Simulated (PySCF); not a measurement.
# What a mistake does to a calculation on BCGe2H6 cation

These are calculations, not measurements. They come from PySCF 2.14.0, an open-source quantum chemistry program, on an isolated molecule that a program drew, which may never have been made. The molecule is BCGe2H6 cation (charge +1, singlet), drawn as the SMILES string `[BH2][GeH+][CH]=[GeH2]`.

Each row is a Hartree-Fock (HF) and frozen-core CCSD(T) single point in the cc-pVDZ basis, meant for a local HF minimum. Run 1 is clean. Each other run has one planted mistake out of seven kinds, and not every kind appears here: one electron removed, one electron added, multiplicity raised by two, geometry at a saddle point, minimal basis STO-3G, one bond length entered in bohr, all coordinates scaled. The reference is restricted for singlets and unrestricted otherwise, and also for a bond in bohr. Adding or removing an electron swaps singlet and doublet. Electrons count all cores. HOMO and LUMO are orbital energies over both spins, the gradient is its largest component, and the lowest frequency (negative if imaginary) is given only where the gradient is small. Bond lengths are over the 9 bonds as drawn. T1 is the CCSD diagnostic: over 0.02 (restricted) or 0.045 (unrestricted) a single reference is doubtful. Germanium has the cc-pVDZ-PP basis, with a core potential (ECP10MDF) in place of its 10 inner electrons, and its 3s, 3p and 3d shells are frozen in CCSD(T).

Geometry of the clean run:
```xyz
10
BCGe2H6 cation, angstrom
B     0.3281    1.1909   -2.3703
Ge    1.1074    0.6908   -0.5018
C     0.1698    0.4063    1.0430
Ge   -1.6249    0.5148    1.2048
H     0.0433    0.3130   -3.1213
H     0.2084    2.3420   -2.6471
H     2.6161    0.5397   -0.3805
H     0.7397    0.1521    1.9309
H    -2.4829    0.8655    0.0054
H    -2.3463    0.2686    2.5088
```

| run | electrons | basis functions | <S^2> | HOMO (eV) | LUMO (eV) | gradient (hartree/bohr) | lowest frequency (cm^-1) | mean bond (Å) | longest bond (Å) | T1 | HF (hartree) | CCSD(T) (hartree) | mistake |
|---|---|---|---|---|---|---|---|---|---|---|---|---|---|
| 1 | 80 | 104 | 0.000 | -14.13 | -4.47 | 1.7e-05 | 91 | 1.5258 | 2.085 | 0.0137 | -652.47788 | -652.92497 | no fault |
| 2 | 79 | 104 | 0.757 | -21.16 | -11.60 | 7.3e-02 | - | 1.5258 | 2.085 | 0.0133 | -652.01648 | -652.41173 | one electron removed |
| 3 | 80 | 104 | 0.000 | -13.21 | -4.56 | 4.4e-02 | - | 1.6586 | 2.267 | 0.0172 | -652.41925 | -652.88655 | all coordinates scaled |
| 4 | 80 | 104 | 0.000 | -14.11 | -5.04 | 4.6e-05 | -144 | 1.5286 | 2.110 | 0.0138 | -652.47779 | -652.92500 | geometry at a saddle point |
| 5 | 80 | 104 | 2.019 | -11.01 | -5.85 | 8.1e-02 | - | 1.5258 | 2.085 | 0.0166 | -652.39815 | -652.81781 | multiplicity raised by two |
| 6 | 80 | 104 | 0.898 | -14.10 | -4.71 | 9.4e-03 | - | 1.6757 | 2.865 | 0.0356 | -652.37490 | -652.80716 | ? |

**Which mistake was planted in run 6, and what did it cost?**

The mean bond changes by a factor of 1.098 and the longest by 1.374, so the molecule wasn't scaled as a whole. A length L in bohr read as angstrom grows by (1/0.5292 - 1) L = 0.890 L. The 9 bonds together grew by 9 x 0.1499 = 1.349 Å, which gives L = 1.516 Å. That is the length of one of the Ge-H bonds, 1.516 Å in the clean geometry. So the mistake is: one bond length entered in bohr. Subtracting run 1 and multiplying by 627.51 kcal/mol a hartree, the energy moved by 64.6 kcal/mol in HF and 73.9 kcal/mol in CCSD(T).

